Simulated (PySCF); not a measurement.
**B²⁺ (boron, charge +2): TPSSh calculation**

Configuration: [He] 2p1, 2P determinant (an excited configuration). All numbers are calculated (PySCF 2.14, no relativity, point nucleus, in dyall-av2z (11s7p2d, 42 functions)).

```json
{
  "Total energy": "-23.2402 hartree",
  "One-electron energy": "-27.6092 hartree",
  "Hartree (Coulomb) energy": "7.6886 hartree",
  "Exchange-correlation energy": "-3.3196 hartree",
  "Kinetic energy": "23.18941 hartree",
  "⟨S²⟩": "0.7500",
  "⟨L²⟩": "2.000",
  "Sum of ⟨r⟩": "2.220 bohr",
  "Sum of ⟨r²⟩": "3.265 bohr²",
  "Traceless quadrupole moment −½Σ⟨3z² − r²⟩ along its main axis": "-1.19 e·bohr²",
  "Density at the nucleus (Gaussians lack the cusp)": "67.3 bohr⁻³",
  "Spin density at the nucleus": "-0.137 bohr⁻³",
  "Langevin diamagnetic susceptibility": "-2.59 ×10⁻⁶ cm³/mol"
}
```

```csv
shell,electrons,mean orbital energy (hartree),"rms radius, mean of both spins (bohr)"
1s α,1,-7.90968,0.380
1s β,1,-7.88890,0.380
2p α,1,-1.00774,1.73
```
